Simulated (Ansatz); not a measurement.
Coupled-cluster run, AlBH2OS, SMILES `S[B]1[O][AlH]1`.

```yaml
crystal:
  periodic: [false, false, false]
  atoms:
    - {symbol: S, position_ang: [-0.747688, -0.098001, -2.110895]}
    - {symbol: B, position_ang: [-0.034787, -0.112630, -0.465908]}
    - {symbol: O, position_ang: [1.067887, -0.724212, 0.000189]}
    - {symbol: Al, position_ang: [0.425395, 0.119234, 1.445029]}
    - {symbol: H, position_ang: [-1.779817, 0.692146, -1.780443]}
    - {symbol: H, position_ang: [1.111112, 0.059563, 2.865827]}
basis:
  gaussian: {orbitals: def2-TZVPP}
correlation: {method: ccsd_t}
output: {orbitals: {seedname: orbitals}}
```

```sh
$ ansatz run in.yaml --threads 2 --pin off --events-out ev --progress --plain --max-ram 4352MiB
```

The program prints (abridged):

```
Functional definition: HF
1050 factors; integrals over basis functions are off by at most 9.6e-4 eV
mean field evaluation 1: about -20138.8877 eV, gradient 4.5e1 eV
mean field evaluation 2: about -20139.0998 eV, gradient 4.5e1 eV
mean field evaluation 4: about -20143.6568 eV, gradient 3.8e0 eV
mean field evaluation 8: about -20143.7594 eV, gradient 3.6e-1 eV
mean field evaluation 16: about -20143.7603 eV, gradient 2.4e-6 eV
mean field -20143.76029247 eV, -740.2695368173 hartree, gradient 2.4e-6 eV, S^2 0.000000; 0 other end points of the search recorded, 0 dependent functions left out
12 core orbitals not correlated: weight in the atoms' cores, before any rotation towards them, 1.000 or more for the frozen orbitals, at most 0.000 for the correlated occupied ones
reference -20143.76029247 eV, -740.2695368173 hartree; 10, 10 occupied and 152, 152 virtual orbitals, 1050 factors
second order -15.72519123 eV of doubles, -0.00000000 eV of singles
cycle   1  -15.92313133 eV  change   -2.0e-1 eV  update   1.1e-1
cycle   2  -16.38187023 eV  change   -4.6e-1 eV  update   3.8e-2
cycle   3  -16.51553749 eV  change   -1.3e-1 eV  update   2.1e-2
cycle   4  -16.50338513 eV  change    1.2e-2 eV  update   5.5e-3
cycle   5  -16.50042431 eV  change    3.0e-3 eV  update   2.8e-3
cycle   6  -16.50183737 eV  change   -1.4e-3 eV  update   9.3e-4
cycle   7  -16.50141213 eV  change    4.3e-4 eV  update   4.4e-4
cycle   8  -16.50136485 eV  change    4.7e-5 eV  update   1.4e-4
cycle   9  -16.50147086 eV  change   -1.1e-4 eV  update   7.1e-5
cycle  10  -16.50145316 eV  change    1.8e-5 eV  update   2.5e-5
perturbative correction -0.78455443 eV, -0.0288318434 hartree
Total energy: -20161.04630006 eV, -740.9047858793 hartree
```

Run time 8 s (2 threads of an AMD EPYC 9R45 on a shared host); peak host memory 1.4 GiB.

MP2 recovers 91.0 % of the CCSD(T) correlation energy and the triples give 4.5 %; T1 = 0.0163.
